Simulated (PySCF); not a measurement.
## SMILES C[C@@H]1OC(=O)OC[C@@H]1F, C5H7FO3

Molfile (atoms numbered from 1):
```
C5H7FO3
     RDKit          3D

 16 16  0  0  0  0  0  0  0  0999 V2000
   -1.3082   -1.1437    0.1189 C   0  0  0  0  0  0  0  0  0  0  0  0
   -0.4235   -0.3554   -0.8432 C   0  0  2  0  0  0  0  0  0  0  0  0
    0.8693   -0.9448   -0.9536 O   0  0  0  0  0  0  0  0  0  0  0  0
    1.8310   -0.6938   -0.0561 C   0  0  0  0  0  0  0  0  0  0  0  0
    2.8460   -1.3154   -0.0720 O   0  0  0  0  0  0  0  0  0  0  0  0
    1.6619    0.2812    0.8492 O   0  0  0  0  0  0  0  0  0  0  0  0
    0.5336    1.1408    0.8826 C   0  0  0  0  0  0  0  0  0  0  0  0
   -0.2347    1.1107   -0.4335 C   0  0  2  0  0  0  0  0  0  0  0  0
   -1.4478    1.7295   -0.2718 F   0  0  0  0  0  0  0  0  0  0  0  0
   -0.8169   -1.2847    1.0788 H   0  0  0  0  0  0  0  0  0  0  0  0
   -1.5128   -2.1234   -0.3033 H   0  0  0  0  0  0  0  0  0  0  0  0
   -2.2464   -0.6158    0.2671 H   0  0  0  0  0  0  0  0  0  0  0  0
   -0.8445   -0.4080   -1.8534 H   0  0  0  0  0  0  0  0  0  0  0  0
    0.9151    2.1424    1.1017 H   0  0  0  0  0  0  0  0  0  0  0  0
   -0.1305    0.8343    1.6996 H   0  0  0  0  0  0  0  0  0  0  0  0
    0.3010    1.6550   -1.2223 H   0  0  0  0  0  0  0  0  0  0  0  0
  1  2  1  0
  2  3  1  0
  3  4  1  0
  4  5  2  0
  4  6  1  0
  6  7  1  0
  7  8  1  0
  8  9  1  0
  8  2  1  0
  1 10  1  0
  1 11  1  0
  1 12  1  0
  2 13  1  6
  7 14  1  0
  7 15  1  0
  8 16  1  6
M  END
```

Computed with PySCF, TDDFT BHandHLYP/def2-SVPD circular dichroism and optical rotation, one conformer, gas phase. Geometry: GFN2-xTB.

(1) Assign R or S to each stereocentre.

(2) List the lowest 12 singlet excitations with oscillator and rotatory strengths.

## Answers

(1) C2 S, C8 S.

(2) Rotatory strengths R in 10⁻⁴⁰ esu² cm², velocity form and length form (origin at the centre of mass); f in length form.
| state | E (eV) | λ (nm) | f | R (velocity) | R (length) | main |
| --- | --- | --- | --- | --- | --- | --- |
| 1 | 7.11 | 174 | 0.0001 | -2.8 | -3.2 | HOMO−1→LUMO+4 0.52, HOMO→LUMO+4 0.37 |
| 2 | 8.60 | 144 | 0.004 | -4.8 | -5.2 | HOMO→LUMO 0.47, HOMO→LUMO+1 0.21 |
| 3 | 8.81 | 141 | 0.010 | +7.4 | +8.2 | HOMO−1→LUMO 0.46, HOMO−1→LUMO+1 0.22 |
| 4 | 9.05 | 137 | 0.212 | +39.2 | +39.8 | HOMO→LUMO+4 0.41, HOMO−1→LUMO+4 0.28 |
| 5 | 9.17 | 135 | 0.085 | +24.9 | +25.2 | HOMO→LUMO+1 0.26, HOMO→LUMO 0.21 |
| 6 | 9.21 | 135 | 0.002 | -0.4 | -0.3 | HOMO−2→LUMO+1 0.46, HOMO−2→LUMO+2 0.13 |
| 7 | 9.33 | 133 | 0.014 | -5.8 | -6.5 | HOMO−2→LUMO 0.46, HOMO−3→LUMO 0.15 |
| 8 | 9.39 | 132 | 0.004 | +9.7 | +8.9 | HOMO−2→LUMO 0.20, HOMO−2→LUMO+1 0.15 |
| 9 | 9.56 | 130 | 0.004 | -13.8 | -15.0 | HOMO→LUMO+2 0.37, HOMO→LUMO+1 0.17 |
| 10 | 9.62 | 129 | 0.013 | -18.0 | -17.8 | HOMO−2→LUMO+4 0.65, HOMO−1→LUMO+1 0.10 |
| 11 | 9.68 | 128 | 0.013 | -3.4 | -2.6 | HOMO−1→LUMO+1 0.26, HOMO−2→LUMO+4 0.15 |
| 12 | 9.78 | 127 | 0.009 | -1.4 | -1.6 | HOMO−3→LUMO+1 0.23, HOMO→LUMO+3 0.18 |

Among the states computed, the strongest CD band (largest |R|) is state 4. The largest dissymmetry factor in size, g = 4R/(D+G), with D and G the electric and magnetic dipole strengths, is -0.28 for state 1 (velocity form, f = 0.0001), among bands with |R| over 0.5. The mirror image has the same energies and oscillator strengths and all R with the opposite sign.
